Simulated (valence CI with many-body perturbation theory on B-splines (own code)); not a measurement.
# E1 transitions of I IV

Computed by relativistic CI+MBPT: four valence electrons over a frozen Dirac-Fock core [Kr] 4d10, radial functions for each j: 11 s, 11 p, 10 d, 8 f, 5 g, 2 h, with the one-electron correlation potential Σ1 (screened to all orders), the two-electron term Σ2, the three-electron term Σ3, Breit, model QED; selected single and double excitations, second order for the rest (own B-spline code, finite nucleus).

No measured levels were compared; by estimate levels hold to about 250 cm⁻¹ or 0.2 % of their energy and the worst to 1 %, as in measured heavy ions of charge 2 to 7; those with d or f electrons hold less well. Among the levels kept, up to 760 cm⁻¹ of a level comes from second order outside the variational space, and about a tenth of that is noise between levels of different J, which matters for small intervals.

Lines 1 to 50 of 541 in falling wavelength, among levels below 269141 cm⁻¹, chosen from the strongest by gf and those to the six lowest levels. Wavelengths and rates use the calculated energies, so an error of 200 cm⁻¹ moves a line at 1695 nm by 3.4 % and its rate by three times that or more. Electric multipoles are in the length gauge, E1 and E2 with the static RPA response of the core. Weak lines are less certain than strong ones. Lines between different terms over intervals too small for the method are left out, as are lines whose strength nearly cancels. Where a level lies close to another of its J and parity, the split of strength between their lines is uncertain. The highest levels of a list are the least certain.

Names give the largest LS component (configuration and term), which can be under half, so a name can repeat, a term be missing and a line seem to break the LS rules; names also repeat where a configuration has a term twice. Letters in brackets count levels of one name in rising energy.

```
λ vac (nm)              Upper              Lower   A (s⁻¹)  S (a.u.) with core polarisation  S without
      1695       5s²5p6f ³G_4      4f5s5p² ⁵G°_3  8.23e+05                         1.78e+01   1.78e+01
      1525       5s²5p8p ³D_1      5s²5p8s ³P°_1  1.59e+07                         8.33e+01   8.35e+01
      1506       5s²5p6f ³G_3      4f5s5p² ⁵G°_2  2.10e+06                         2.47e+01   2.48e+01
      1493   5s5p²6s ¹D_2 [b]      5s²5p7d ³D°_1  6.01e+06                         4.94e+01   4.94e+01
      1469       5s²5p6f ³D_3      4f5s5p² ⁵G°_2  2.05e+06                         2.24e+01   2.25e+01
      1459       5s²5p6f ³G_4      5s²5p7d ³F°_3  2.08e+07                         2.87e+02   2.87e+02
      1432       5s²5p6f ³D_3      5s²5p7d ³P°_2  1.92e+07                         1.95e+02   1.95e+02
      1411       5s²5p6f ³F_2      5s²5p7d ³D°_1  1.31e+07                         9.09e+01   9.11e+01
      1372       5s²5p8p ³P_0      5s²5p8s ³P°_1  2.42e+07                         3.09e+01   3.10e+01
      1339       5s²5p6f ³G_3      5s²5p7d ³F°_2  2.41e+07                         1.99e+02   2.00e+02
      1319       5s²5p8p ³P_1      5s²5p8s ³P°_0  2.46e+07                         8.35e+01   8.37e+01
      1253       5s²5p8p ³D_2      5s²5p8s ³P°_1  3.01e+07                         1.46e+02   1.46e+02
      1217       5s²5p8p ³D_1      5s²5p7d ³D°_1  8.81e+06                         2.35e+01   2.35e+01
      1169       5s²5p8p ³D_1      5s²5p7d ³P°_2  7.52e+06                         1.78e+01   1.78e+01
      1118       5s²5p8p ³P_0      5s²5p7d ³D°_1  4.87e+07                         3.36e+01   3.35e+01
      1086       5s²5p8p ³D_1      5s²5p7d ³F°_2  2.93e+07                         5.57e+01   5.56e+01
      1079       5s²5p8p ³P_1      4f5s5p² ⁵G°_2  9.33e+06                         1.74e+01   1.74e+01
      1059       5s²5p8p ³P_1      5s²5p7d ³P°_2  3.12e+07                         5.48e+01   5.47e+01
      1040   5s5p²5d ³F_4 [b]      5s²5p6d ¹F°_3  3.11e+06                         1.56e+01   1.57e+01
      1031      5s²5p5g ³H°_5       5s5p²5d ³G_4  1.97e+06                         1.17e+01   1.18e+01
      1027       5s²5p8p ³D_2      5s²5p7d ³F°_3  4.58e+07                         1.22e+02   1.22e+02
      1002       5s²5p8p ³D_2      5s²5p7d ³P°_2  5.33e+06                         1.32e+01   1.32e+01
     990.8       5s²5p8p ³P_1      5s²5p7d ³F°_2  1.38e+07                         1.99e+01   1.99e+01
     940.5       5s²5p8p ³D_2      5s²5p7d ³F°_2  5.67e+06                         1.16e+01   1.16e+01
     928.6       5s5p²5d ³G_5      5s²5p6d ³F°_4  5.06e+06                         2.20e+01   2.21e+01
     924.3       5s²5p7p ¹D_2      5s²5p6d ¹P°_1  4.77e+06                         9.29e+00   9.33e+00
     871.8   5s5p²5d ³D_1 [a]      5s²5p7s ³P°_0  8.81e+06                         8.64e+00   8.68e+00
     854.9       5s²5p7p ¹P_1      5s²5p7s ¹P°_1  2.21e+07                         2.04e+01   2.05e+01
     843.3       5s²5p7p ³D_1      5s²5p7s ³P°_1  3.65e+07                         3.24e+01   3.26e+01
     842.8      5s²5p5g ³H°_5       5s5p²5d ¹G_4  5.99e+06                         1.95e+01   1.95e+01
     835.5       5s²5p6f ³G_3      5s²5p5g ³H°_4  1.85e+07                         3.73e+01   3.73e+01
     822.0      5s²5p5g ³G°_5       5s²5p5f ¹G_4  6.48e+06                         1.95e+01   1.96e+01
     821.3   5s5p²6s ¹D_2 [b]  5s²5p5g ³G°_3 [a]  6.77e+06                         9.26e+00   9.26e+00
     820.8       5s²5p6f ³D_3  5s²5p5g ³F°_4 [a]  1.82e+07                         3.48e+01   3.48e+01
     819.6       5s²5p6f ³G_4      5s²5p5g ³H°_5  1.90e+07                         4.64e+01   4.64e+01
     806.0       5s²5p7p ³P_2      5s²5p6d ¹P°_1  1.77e+07                         2.29e+01   2.30e+01
     803.8   5s5p²5d ³F_4 [b]      5s²5p6d ³D°_3  1.16e+07                         2.67e+01   2.68e+01
     802.5       5s²5p7p ¹D_2      5s²5p6d ¹F°_3  1.85e+07                         2.36e+01   2.36e+01
     795.8       5s²5p6f ³F_2  5s²5p5g ³G°_3 [a]  1.32e+07                         1.64e+01   1.64e+01
     780.4       5s²5p7p ¹D_2      5s²5p7s ¹P°_1  2.34e+07                         2.75e+01   2.76e+01
     773.1       5s²5p7p ¹P_1      5s²5p6d ³P°_1  2.51e+07                         1.72e+01   1.72e+01
     769.5   5s²5p5f ³D_3 [b]      5s²5p7s ³P°_2  3.20e+07                         5.03e+01   5.06e+01
     763.9      5s²5p5g ¹H°_5       5s²5p5f ¹G_4  3.66e+07                         8.85e+01   8.87e+01
     763.6       5s²5p7p ¹D_2      5s²5p7s ³P°_2  1.39e+07                         1.53e+01   1.54e+01
     758.0       5s²5p7p ³P_1      5s²5p7s ³P°_0  2.74e+07                         1.77e+01   1.78e+01
     756.0       5s²5p5f ³G_3      5s²5p6d ³D°_2  5.83e+06                         8.70e+00   8.76e+00
     752.4       5s²5p5f ¹D_2      5s²5p6d ¹P°_1  1.24e+07                         1.30e+01   1.31e+01
     748.8   5s²5p5f ³D_3 [a]      5s²5p6d ³D°_2  2.92e+07                         4.23e+01   4.26e+01
     742.6   5s²5p5f ³G_4 [a]      5s²5p6d ³F°_3  4.37e+07                         7.95e+01   8.00e+01
     740.6  5s²5p5g ³F°_4 [a]   5s5p²6s ⁵P_3 [b]  5.49e+06                         9.91e+00   9.92e+00
```
